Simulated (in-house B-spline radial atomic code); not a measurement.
Ionising the lead ion Pb⁺ with different functionals

Computed with an all-electron radial atomic-structure program (B-spline basis): four-component Dirac-Coulomb Hamiltonian, Fermi nucleus of rms radius 5.5012 fm, spin-restricted, spherical fractional occupations for the functionals, and exact exchange of hybrids averaged over the configuration. The ionisation energy is the difference of two self-consistent energies, [Xe] 4f14 5d10 6s2 6p1 → [Xe] 4f14 5d10 6s2, without Breit or QED terms; ε is the level of the shell that loses the electron (mean over j). The electron is taken from both j subshells in proportion to 2j + 1, so the result is a j average, not the step between ground levels.

| method | rung | ΔSCF (eV) | -ε(6p) (eV) |
| --- | --- | --- | --- |
| PBE0 | global hybrid | 13.68 | 11.03 |
| B97-1 | global hybrid | 13.61 | 10.81 |
| HSE06 | range-separated hybrid | 13.71 | 10.68 |
| CAM-B3LYP | range-separated hybrid | 13.98 | 12.47 |

Question: Among the functionals, which spreads more, the ΔSCF values or the orbital energies?

Answer: The orbital energies: ΔSCF values span about 0.37 eV and the orbital energies 1.80 eV; here energy differences depend much less on the functional than eigenvalues do.

Question: How do they compare with the NIST value?

Answer: NIST lists 15.032 eV (measured, ground level to ground level). Errors run from -1.42 to -1.05 eV. The correlated functionals all miss on the same side by more than they spread, so the cause is common to them (Breit-QED terms, spin polarisation, the choice among j levels, multiplet and fine-structure energies, or a listed next ion that isn't the cheapest removal here) and closeness doesn't rank the functionals.
